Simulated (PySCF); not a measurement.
These are PBE-D3(BJ)/def2-TZVP // B3LYP-D3(BJ)/def2-TZVP (PySCF) values and carry that method's errors. Gas-phase values, no solvent. 

Reference species (SMILES): `C=C=[SiH2]` (neutral, multiplicity 1).

```yaml
LUMO: -1.89 eV
HOMO–LUMO gap: 3.43 eV
```

Changed species: `C#C[SiH3]`.

**Question.** Give the shifts of the LUMO and HOMO–LUMO gap.

**Answer.** the LUMO increases by 0.85 eV, to -1.04 eV; the HOMO–LUMO gap increases by 2.64 eV, to 6.07 eV.
